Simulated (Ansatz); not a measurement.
# What each rung costs, and what it gives

Saddle point of SnH$_{2}$Cl$_{2}$O$_{2}$, singlet (SnH₂Cl₂O₂ ([OH][Sn]([OH])([Cl])[Cl]) → SnCl₂O ([O][Sn]([Cl])[Cl]) + H₂O (still joined by a long Sn–O bond); bonds formed: O2–H4; bonds broken: O3–H4; bonds weakened to dative contacts: Sn1–O2), PBE0-D4/def2-TZVP structure:

```xyz
7
angstrom
Sn -0.6000 -0.3438 -0.4845
O 0.8536 0.8322 0.6147
O 1.0457 -0.5528 -1.3379
H 1.3813 0.3081 -0.2014
Cl -2.3351 1.0074 -1.1219
Cl -1.5034 -1.8058 1.0451
H 1.1579 0.5548 1.4859
```

Barriers are electronic and count from the start structure reached by relaxing down the imaginary mode.

Computed with Ansatz 0.2.0 (basis: as named in each row); correlated methods freeze the cores. Filled d shells of the heavier atoms are correlated. Core potentials replace the inner electrons of the atoms past krypton. The def2 sets are not built for correlating such inner shells, so the correlated values are less sure here. B3LYP uses VWN-RPA correlation. Extrapolation: Hartree–Fock as exp(−7.88 √X), correlation as X^−2.97.

Times are rough, for one single point on 8 threads of a shared host (Intel Xeon Platinum 8488C).

The estimate by CCSD(T) at an estimated basis limit (MP2 extrapolated from triple and quadruple zeta, plus CCSD(T) − MP2 in triple zeta) is 187.9 kJ/mol.

```csv
method,basis,time (s),barrier (kJ/mol),method less estimate
SPW92,def2-SVP,under 1,124.8,-63.0
PBE-D4,def2-SVP,under 1,138.8,-49.1
SPW92,def2-TZVPP,under 1,140.4,-47.5
PBE0-D4,def2-SVP,under 1,168.4,-19.5
PBE-D4,def2-TZVPP,under 1,154.3,-33.6
BLYP-D4,def2-TZVPP,under 1,159.4,-28.5
B3LYP-D4,def2-TZVPP,1,181.0,-6.9
BHLYP-D4,def2-TZVPP,1,211.2,23.3
PBE0-D4,def2-TZVPP,1,181.8,-6.1
CAM-B3LYP-D4,def2-TZVPP,1,190.8,2.9
wB97M-V,def2-SVP,2,178.6,-9.3
r2SCAN-D4,def2-TZVPP,2,173.2,-14.7
r2SCAN0-D4,def2-TZVPP,2,192.4,4.5
CCSD(T),def2-SVP,2,183.6,-4.3
RPA on PBE,def2-TZVPP,2,180.5,-7.4
PBE-QIDH,def2-TZVPP,2,191.7,3.8
B2PLYP,def2-TZVPP,2,180.1,-7.8
B97M-V,def2-TZVPP,2,186.0,-1.9
wB97X-V,def2-TZVPP,3,196.0,8.1
wB97M-V,def2-TZVPP,3,191.7,3.9
MP2,def2-QZVPP,6,179.6,-8.3
CCSD(T),def2-TZVPP,49,188.7,0.8
```

All methods are single points on the PBE0-D4 structures.

No T1 diagnostic of these runs exceeds 0.018.

Labels in which every atom is bracketed show which atoms are joined, not bond orders.
